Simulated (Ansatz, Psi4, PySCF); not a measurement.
Cl$_{3}$Ge (SMILES [Cl][Ge]([Cl])[Cl]), doublet, at a GFN2-xTB geometry, atoms displaced at random by about 0.03 Å a coordinate. Base run: HF/6-31G, gradient (PySCF).

Input for PySCF:
```python
from pyscf import gto, scf

mol = gto.Mole()
mol.atom = '''
    Cl   -1.453651   -1.330493   -0.303774
    Ge   -0.028864    0.012098    0.514560
    Cl   -0.401786    1.990214   -0.398821
    Cl    1.898856   -0.627768   -0.297070
'''
mol.basis = '6-31g'
mol.charge = 0
mol.spin = 1
mol.verbose = 4
mol.build()

mf = scf.UHF(mol)
mf.kernel()
g = mf.nuc_grad_method()
grad = g.kernel()
```

Programs used: Ansatz (a program for electronic structure), Psi4, PySCF; a row that names a program was run with it.

The coordinate followed is x of atom 2.

Each row names what was changed in the base input (with any setting that the change needs).

| change | dE/dx (Eh/bohr) | net force (Eh/bohr) |
|---|---|---|
| base | -0.015001 | 0.000000 |
| finite difference step (bohr) = 0.05; conv_tol = 1e-11 | -0.014937 | - |
| conv_tol = 1e-6 | -0.014996 | 0.000000 |
| density fitting = on; auxbasis_response = off | -0.015009 | 0.000312 |
| conv_tol = 1e-11 | -0.015001 | 0.000000 |
| finite difference step (bohr) = 1e-3; conv_tol = 1e-11 | -0.015001 | - |
| finite difference step (bohr) = 0.2; conv_tol = 1e-11 | -0.013975 | - |
| code = psi4 | -0.014906 | 0.000000 |
| code = ansatz | -0.015039 | 0.000000 |
| density fitting = on | -0.015003 | 0.000000 |
| finite difference step (bohr) = 1e-4; conv_tol = 1e-11 | -0.015001 | - |
| finite difference step (bohr) = 1e-5; conv_tol = 1e-11 | -0.015001 | - |

The net force is zero for an exact gradient.

Open shells are given as the SCF converged; they aren't shown to be the lowest states, and a large step between rows can be another state.
